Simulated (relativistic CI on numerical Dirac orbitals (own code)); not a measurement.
Hyperfine structure of Tb XIII, mass number 159

Calculated at this level of theory: Dirac-Coulomb-Breit CI, orbitals from a KLI potential per configuration, QED by a radiative potential, unscaled Slater integrals (own radial code, finite nucleus).

Configuration list (outside the closed core [Kr] 4d10): 4f⁵5s², 4f⁷, 4f³5s²5p², 4f⁶5s, 4f³5s²5p6s, 4f⁴5s²6s, 4f³5s²6s², 4f⁴5s²7s, 4f⁵6s². The list is cut by size and lacks configurations that can hold low levels.

Nuclear spin I = 3/2, μ = 2.009 μN, Q = 1.432 b (tables of Stone and Pyykkö). The electronic factors are computed for point nuclear moments, without core polarisation or the Bohr-Weisskopf and QED corrections.

| Level | E (eV) | A (MHz) | B (MHz) |
| --- | --- | --- | --- |
| 4f⁵5s² ⁶H°5/2 | 0.0000 | 2313 | -1640 |
| 4f⁵5s² ⁶H°7/2 | 0.2396 | 1602 | -1390 |
| 4f⁵5s² ⁶H°9/2 | 0.5142 | 1302 | -1450 |
| 4f⁵5s² ⁶H°11/2 | 0.8101 | 1165 | -1700 |
| 4f⁵5s² ⁶H°13/2 | 1.1175 | 1109 | -2090 |
| 4f⁵5s² ⁶H°15/2 | 1.4280 | 1097 | -2600 |
| 4f⁵5s² ⁶F°1/2 | 1.4346 | 4555 |  |
| 4f⁵5s² ⁶F°3/2 | 1.4813 | 1633 | -139 |

Levels with J = 0, under 50 % of one LS term, or S terms without an open s electron are left out. Small factors come from cancelling terms and can be off by tens of per cent or more.

At this charge energies of transitions that change n are usually good to better than 1 %, and those within a shell (Δn = 0) to a few per cent. Terms inside the open d or f shell come out 10 to 20 % too wide with unscaled integrals. Levels and lines within the n = 5 or 6 shells can be off by up to 10 % or somewhat more, and those that change n by about 2 %, since core polarisation is missing.

(1) Give the hyperfine levels of 4f⁵5s² ⁶H°5/2 relative to its centre of gravity.

## Answers

(1) With K = F(F + 1) − I(I + 1) − J(J + 1), E = AK/2 + B[¾K(K + 1) − I(I + 1)J(J + 1)]/[2I(2I − 1)J(2J − 1)]: F = 1: -13290, F = 2: -7353, F = 3: 322.1, F = 4: 8264 MHz.

LS names give the leading component of a level, which can be under half, so a name can repeat, a term be missing and a line seem to break the LS rules.
